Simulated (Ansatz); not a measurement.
Basis-set extrapolation for C$_{2}$H$_{7}$NSi, SMILES `N/C=C/[SiH3]` (PBE0-D4/def2-TZVP geometry, frozen core, the Gaussian-basis code of Ansatz). Multiplicity 1, RHF reference.

|  | def2-TZVPP | def2-QZVPP |
| --- | --- | --- |
| HF | -423.238521 | -423.253984 |
| MP2 correlation | -0.666325 | -0.711641 |
| CCSD(T) correlation | -0.738892 | not run |

Energies in hartree. Use E(X) = E(∞) + A·exp(−7.88·√X) for Hartree–Fock and E(X) = E(∞) + B·X^(−2.97) for correlation, with X = 3 and 4, and add CCSD(T) minus MP2 of the smaller set to the MP2 limit.

**Question.** What is the CCSD(T) energy at the basis-set limit?

**Answer.** HF limit: -423.253984 + (-0.015463) × 0.13774 = -423.25611. MP2 limit: -0.711641 + (-0.045316) × 0.74074 = -0.74521. Higher-order term: -0.738892 − (-0.666325) = -0.07257. Total: -424.07389 hartree, 253.3 kJ/mol below CCSD(T)/def2-TZVPP.
